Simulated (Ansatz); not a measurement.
Calculated with Ansatz (gas phase, PBE0-D4/def2-TZVP geometries, no zero-point term in ΔE). CBS: MP2 limit from def2 TZ/QZ plus the TZ coupled-cluster correction, frozen cores. This one scheme is used for every species. DFT in def2-TZVPP. HSE06 is defined as in plane-wave codes. For Ga outer-core shells are correlated without core-valence functions, which leaves a few kJ/mol of doubt a bond. Scalar relativity is left out up to krypton. One conformer a species, not always the lowest.

Consider the cleavage of the Ga–Si bond: `[OH][Ga]([SH])[SiH2]F` + H₂S → `[OH][Ga]([SH])[SH]` + `F[SiH3]`.

Task: Is it downhill or uphill in electronic energy at CCSD(T)/CBS, and by how much? (Estimate.)

Result: Computed: Downhill: ΔE = -78.6 kJ/mol.

Task: What do these levels give: revPBE-D4, r2SCAN-D4, HSE06-D4, revPBE, HF/def2-QZVPP, SCS-MP2/def2-QZVPP? (Best estimate.)

Result: The calculation gave: revPBE-D4 -64.5, r2SCAN-D4 -75.4, HSE06-D4 -70.7, revPBE -63.5, HF/def2-QZVPP -91.1, SCS-MP2/def2-QZVPP -86.6 kJ/mol.

Largest T1 diagnostic among the species: 0.014.

From BLYP to BHLYP (50 % exact exchange), in def2-TZVPP and without D4, ΔE moves by −14.3 kJ/mol. Leaving LDA and LC-ωPBE aside and taking each functional with its dispersion term where it has one, the values, not all of them listed here, spread over 18.3 kJ/mol, from PBE-QIDH to PBE-D4.
